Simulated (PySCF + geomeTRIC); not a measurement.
Species: C3H3, SMILES `[CH]1C=C1` (charge 0, multiplicity 2).

Problem. Give a relaxed geometry from B3LYP-D3(BJ)/def2-TZVP run with PySCF + geomeTRIC.

Solution. the end point of this relaxation (outside a Z-matrix the atoms follow the SMILES, hydrogens last).
Cartesian coordinates (Å) in one orientation:
```xyz
6

C     -0.081     0.869     0.333
C     -0.614    -0.453     0.038
C      0.688    -0.330     0.033
H     -0.171     1.796    -0.232
H     -1.474    -1.088    -0.080
H      1.651    -0.793    -0.091
```
